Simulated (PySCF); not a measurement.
## Dipole moment and polarisability of `c1cc(-c2ccsc2)ccn1`

Compound: C9H7NS.
Atom-mapped SMILES: `[cH:1]1[cH:2][c:3](-[c:4]2[cH:5][cH:6][s:7][cH:8]2)[cH:9][cH:10][n:11]1` (hydrogens: H12 on C1; H13 on C2; H14 on C5; H15 on C6; H16 on C8; H17 on C9; H18 on C10)

Cartesian coordinates in Å at the PBE0-D3(BJ)/def2-SVP level; atoms count from 1:
```
atom  x, y, z in Å
C1    -2.8051   -0.9251   -0.2312
C2    -1.4294   -1.1372   -0.2389
C3    -0.5654   -0.0423   -0.1013
C4     0.8962   -0.2044   -0.0912
C5     1.8280    0.8015   -0.5055
C6     3.1299    0.3987   -0.3949
S7     3.2478   -1.1993    0.2224
C8     1.5468   -1.3460    0.3273
C9    -1.1647    1.2177    0.0271
C10   -2.5538    1.3168    0.0165
N11   -3.3702    0.2737   -0.1084
H12   -3.4868   -1.7767   -0.3416
H13   -1.0338   -2.1460   -0.3755
H14    1.5355    1.7760   -0.8975
H15    4.0292    0.9550   -0.6557
H16    1.1010   -2.2557    0.7266
H17   -0.5566    2.1154    0.1554
H18   -3.0293    2.2993    0.1195
```

Level: CAM-B3LYP/def2-SVPD (PySCF), static field, nuclei fixed, core orbitals frozen in the response. The polarisability tensor in these axes (au):

```
x   181.49 -10.98   2.06
y   -10.98 128.80  -5.15
z     2.06  -5.15  75.46
```

Question: Give the principal values, the mean and the anisotropy Δα = √{½[(α1 − α2)² + (α2 − α3)² + (α1 − α3)²]}.

Answer: Principal values 74.95, 127.02 and 183.78 au; mean 128.58 au = 19.05 Å³ = 21.20 × 10⁻⁴⁰ C²·m²/J; Δα = 94.27 au (73 % of the mean).

Question: What is the dipole moment, and where does it point?

Answer: (2.50, -0.02, -0.10) D, 2.51 D in size, pointing from the negative to the positive side. Measured along this direction, the outermost atoms are H12 and N11 at the negative end and H15 at the positive end.

Question: Form Σ f/ω² (atomic units) for the 10 lowest TDDFT singlets, given as eV and f, and set it beside the mean polarisability, which is this sum over all singlets: 4.92, 0.0060; 5.07, 0.2955; 5.26, 0.0164; 5.40, 0.0001; 5.48, 0.0580; 5.88, 0.1764; 6.21, 0.0335; 6.32, 0.1113; 6.43, 0.0619; 6.58, 0.4372.

Answer: They add up to 25.64 au, 19.9 % of the 128.58 au; the largest single term is 8.50 au, from the state at 5.07 eV. Terms in order: 0.18, 8.50, 0.44, 0.00, 1.43, 3.78, 0.64, 2.06, 1.11, 7.49 au. Higher excitations give the rest. The strengths listed sum to 1.196.

Question: Give the principal axes and the span of the nuclei along them.

Answer: Largest value along (0.98, -0.20, 0.03), where the nuclei span 7.16 Å; middle along (0.20, 0.98, -0.09), 4.52 Å; least along (-0.01, 0.09, 1.00), 1.25 Å. The response follows the extents in order.

Question: What depolarisation ratio follows for Rayleigh scattering of linearly polarised light, taking the static tensor?

Answer: ρ = 3Δα²/(45ᾱ² + 4Δα²) = 26660.6/(744005 + 35547.4) = 0.0342.

One conformer (not necessarily the lowest) at the PBE0-D3(BJ)/def2-SVP geometry, without solvent, vibrations or thermal averaging.

The run behind these numbers computed excited states as well. On AMD EPYC 7B13, 2 threads, shared host, this took 52 s wall, 2.0 min CPU and 1.9 GiB of memory at its peak.
